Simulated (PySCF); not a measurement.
gold atom (Au), doublet (core potentials on Au). Base run: DF-HF/def2-TZVP in PySCF.

Input for PySCF:
```python
from pyscf import gto, scf

mol = gto.M(
    atom='''
Au    0.000000    0.000000    0.000000
''',
    basis='def2-tzvp',
    ecp={'Au': 'def2-tzvp'},
    charge=0,
    spin=1,
    verbose=4,
)

mf = scf.UHF(mol)
mf = mf.density_fit(auxbasis='def2-universal-jkfit')
mf.kernel()
mf.analyze()
```

Each row names what was changed in the base input (with any setting that the change needs).

```csv
change,basis functions,E (Eh),HOMO (eV)
base,40,-134.78981,-7.95
basis = LANL2DZ,[?],[?],[?]
basis = def2-SV(P),25,-134.78515,-7.92
basis = def2-SVP,32,-134.78515,-7.92
basis = def2-SVPD,35,-134.78517,-7.92
basis = def2-TZVPD,43,-134.78986,-7.95
basis = def2-TZVPP,56,-134.78981,-7.95
basis = def2-QZVP,72,-134.78991,-7.95
basis = def2-QZVPP,88,-134.78991,-7.95
```

Problem. What belongs in the gaps?

Solution. 
- basis = LANL2DZ, basis functions: 22
- basis = LANL2DZ, E (Eh): -134.53121
- basis = LANL2DZ, HOMO (eV): -8.02

Totals compare only among sets that treat the same electrons; sets with core potentials leave the core out.

Open shells are given as the SCF converged; they aren't shown to be the lowest states, and a large step between rows can be another state.
